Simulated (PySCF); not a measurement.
**Induced dipoles and field energies**

Compound: C₅H₄FNO.
Numbering: `[N:1]#[C:2][C@H:3]([F:4])[O:5][CH:6]1[CH:7]=[CH:8]1` (hydrogens: H9 on C3; H10 on C6; H11 on C7; H12 on C8)

Cartesian coordinates in Å at the GFN2-xTB level; atoms count from 1:
```
atom  x, y, z in Å
N1     3.7465   -0.0941    0.2555
C2     2.6458   -0.2424   -0.0021
C3     1.2366   -0.4494   -0.3360
F4     0.9984    0.0749   -1.6023
O5     0.4490    0.1543    0.6030
C6    -0.9332   -0.1846    0.5171
C7    -1.9183    0.9041    0.7255
C8    -1.7931    0.4826   -0.5014
H9     1.0390   -1.5376   -0.4363
H10   -1.1075   -1.2102    0.8381
H11   -2.3369    1.5581    1.4486
H12   -2.0250    0.5435   -1.5357
```

Level: PBE0/def2-SVPD (PySCF); nuclei fixed, core orbitals frozen in the response. Permanent dipole (-4.716, -1.159, -0.039) D (1 au = 2.5417 D). Static polarisability (au):

```
x   80.34 -5.90  0.96
y   -5.90 52.80  2.02
z    0.96  2.02 57.93
```

Only the terms in μ and α are kept: μ(F) = μ + αF and ΔE = −μ·F − ½ F·αF.

Apply 0.001 au along ±x, ±y and ±z in turn. Tabulate induced and total dipoles and both energy terms.

```
field along  induced x (D)  induced y (D)  induced z (D)  total size (D)  −μ·F (kJ/mol)  −½F·αF (kJ/mol)
         +x          0.204         -0.015          0.002           4.662         +4.871           -0.105
         −x         -0.204          0.015         -0.002           5.052         -4.871           -0.105
         +y         -0.015          0.134          0.005           4.841         +1.197           -0.069
         −y          0.015         -0.134         -0.005           4.876         -1.197           -0.069
         +z          0.002          0.005          0.147           4.854         +0.040           -0.076
         −z         -0.002         -0.005         -0.147           4.863         -0.040           -0.076
```

For the field (0.0002, -0.0005, -0.0008) au, what is the induced dipole, and what angle does it make with the field?

αF = (0.046, -0.074, -0.120) D, at 6.2° to the field. The polarisability along this direction, F·αF/F², is 60.19 au, against a mean of 63.69 au.

At what field along the permanent dipole would the induced dipole along it equal the permanent one, in this linear picture?

The polarisability along the dipole is 76.06 au, so F = 1.9107 au / 76.06 au = 0.0251 au = 1.29 V/Å; higher-order terms are ignored.

What field makes μF equal to kT at 100 K?

kT = 0.3167 × 10⁻³ Eh, so F = 0.000166 au = 0.852 MV/cm.

A unit point charge sits 20 Å away. Estimate the induction energy −αe²/2R⁴ with the mean polarisability, treating the molecule as a point.

R = 37.79 bohr, so the energy is −63.7/(2 × 37.79⁴) Eh = -0.041 kJ/mol. The charge–dipole term at its most favourable orientation, −μe/R², is -3.51 kJ/mol.

Geometry: GFN2-xTB, one conformer, isolated molecule.
